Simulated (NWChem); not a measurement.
System: CH₅ClSi; SMILES Cl[SiH2]C

Computed with NWChem. Pople sets run with spherical d functions. The geometry was optimised at PBE-D3(BJ)/def2-SVP. Level: PBE0/6-31G* with SMD (1 M gas to 1 M solution), gas-phase geometry. Reactions with the solvent are ignored.

```
solvent                dielectric constant  solvation free energy (kcal/mol)  cavity-dispersion-structure term (kcal/mol)  dipole in solution (D)
---------------------  -------------------  --------------------------------  -------------------------------------------  ----------------------
water                                 78.4                               0.4                                          2.9                    2.93
1-propanol                            20.5                              -3.1                                         -0.7                    2.90
anisole                               4.22                              -2.5                                         -0.6                    2.77
N,N-dimethylformamide                 37.2                              -2.5                                         -0.1                    2.92
dimethyl sulfoxide                    46.8                              -1.9                                          0.5                    2.92
1-octanol                             9.86                              -2.7                                         -0.5                    2.86
cyclohexane                           2.02                              -2.1                                         -0.9                    2.61
```
